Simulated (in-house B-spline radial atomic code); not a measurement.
**PBE excitations of Li II (Li+)**

Method: PBE. Computed with a B-spline radial code for spherical atoms: linear response of the closed shell 1s2 with the functional's adiabatic kernel; non-relativistic, point nucleus, no spin-orbit coupling, no double excitations, S, P, D and F terms only.

Command:
```bash
python run_td.py task.json out
```
Settings (radii: box in bohr, nucleus in fm):
```
Z                        3
electrons                2
configuration            1s2
hamiltonian              nr
method                   pbe,pbe
box_radius               2.5
wall_radius              2.5
intervals                36
```

Time taken, with all properties: 1 thread of Arm Neoverse N1, on a shared host.

Confined states, up to the first strongly mixed one, which can leave gaps near the end. Labels give the largest channel, * marks a mixed state, and oscillator strengths are full-response dipole values. Semilocal kernels can invert the small singlet-triplet splittings of Rydberg terms. Energies in eV:

```csv
state,full response,Tamm-Dancoff,oscillator strength
1s → 2p 3P,70.74,70.80,-
1s → 2p 1P,?,?,?
1s → 2s 3S,76.30,76.35,-
1s → 2s 1S,?,?,-
1s → 3d 3D,106.24,106.26,-
1s → 3d 1D,106.83,106.84,-
1s → 4f 3F,143.11,143.11,-
1s → 4f 1F,143.22,143.23,-
1s → 3p 3P,144.54,144.61,-
1s → 3p 1P,149.94,150.00,0.485
1s → 3s 3S,171.69,171.75,-
1s → 3s 1S,178.72,178.93,-
1s → 4d 3D,204.59,204.62,-
1s → 4d 1D,205.92,205.93,-
1s → 4p 3P,265.24,265.30,-
1s → 5f 3F,265.56,265.57,-
```

Q: Where does 1s → 2s 1S lie?

A: At 83.96 eV in full response, 84.28 eV in Tamm-Dancoff.

Q: Where does 1s → 2p 1P lie?

A: At 74.60 eV in full response, 74.65 eV in Tamm-Dancoff, oscillator strength 1.25.

Q: How large is the singlet-triplet splitting of 1s → 2p (P terms) in Tamm-Dancoff?

A: 3.85 eV, from the unrounded values.

Q: What polarisabilities and dispersion coefficient does the method give?

A: Dipole 0.1846 bohr³, quadrupole 0.09471 bohr⁵, C6 0.07527 hartree·bohr⁶ for two such species.
